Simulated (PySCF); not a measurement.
## Ionisation energy of O²⁺ by level of theory

O²⁺ [He] 2s2 2p2 (3P) → O³⁺ [He] 2s2 2p1 (2P), as a difference of total energies. All numbers are calculated (PySCF 2.14, the non-relativistic Hamiltonian (point nucleus), in aug-cc-pVTZ with one added diffuse shell each of s, p, d, f type (6s5p4d3f, 62 functions)). Correlated levels: valence: 1s2 frozen. The calculations carry no spin-orbit coupling.

```json
{"method": "UHF", "ionisation energy (eV)": "54.585"}
{"method": "MP2 (valence)", "ionisation energy (eV)": "54.967"}
{"method": "SCS-MP2 (valence)", "ionisation energy (eV)": "54.823"}
{"method": "CCSD (valence)", "ionisation energy (eV)": "54.753"}
{"method": "CCSD(T) (valence)", "ionisation energy (eV)": "54.763"}
```

How much does correlation contribute at CCSD(T) (valence)?

54.763 − (54.585) = 0.178 eV, measured against UHF.

A first-order spin-orbit estimate (lowest level to lowest level, LS coupling) adds -0.005 eV.

Errors of the correlated levels include the incompleteness of this basis and the frozen core.

For comparison: 54.936 eV (semi-empirical (NIST evaluation); NIST Atomic Spectra Database, ionization energies).
